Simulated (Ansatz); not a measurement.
A search over several starts for the lowest SCF solution of SbF3⁻ at the given spin, in a small basis.

```yaml
crystal:
  periodic: [false, false, false]
  atoms:
    - {symbol: Sb, position_ang: [-0.558618, -0.305472, 0.393139]}
    - {symbol: F, position_ang: [-0.677998, -0.066693, -1.490162]}
    - {symbol: F, position_ang: [0.061088, 1.458094, 0.745100]}
    - {symbol: F, position_ang: [1.175529, -1.085928, 0.351913]}
basis:
  gaussian: {orbitals: def2-SVP}
total_charge: -1
magnetization: {spin_polarized: true, initial_magnetization: 1}
hamiltonian: {xc: pbe0, dispersion: d4}
output: {orbitals: {seedname: orbitals}}
```

```sh
$ ansatz run in.yaml --threads 4 --pin off --events-out ev --progress --plain --max-ram 3916MiB
```

It prints (some lines left out):

```
Functional definition: PBE0
712 factors; integrals over basis functions are off by at most 1.8e-4 eV
mean field evaluation 1: about -14674.4988 eV, gradient 1.1e1 eV
mean field evaluation 2: about -14674.7478 eV, gradient 9.5e0 eV
mean field evaluation 4: about -14675.0486 eV, gradient 3.1e-1 eV
mean field evaluation 8: about -14675.1741 eV, gradient 1.8e-1 eV
mean field evaluation 16: about -14675.1742 eV, gradient 1.4e-4 eV
mean field evaluation 32: about -14675.1711 eV, gradient 8.9e-6 eV
mean field -14675.17450165 eV, -539.3027157451 hartree, gradient 1.2e-6 eV, S^2 0.752804; 5 other end points of the search recorded, 0 dependent functions left out
reference -14675.17452491 eV, -539.3027165998 hartree; 26, 25 occupied and 42, 43 virtual orbitals, 712 factors
Total energy: -14675.24273652 eV, -539.3052233305 hartree
```

Hardware: 4 threads of Arm Neoverse V2 on a shared host. Wall time 5 s.

In the def2 sets Sb takes a core potential; there is no spin–orbit coupling. The highest occupied level of the charge -1 doublet lies above zero (up to 3.10 eV). By energy differences it is unbound by 0.29 eV (vertical, against the charge 0 singlet, at LC-ωPBE (ω = 0.30 bohr⁻¹)/def2-TZVP) and held by the finite basis. The structure comes from a short search, and lower isomers may exist.
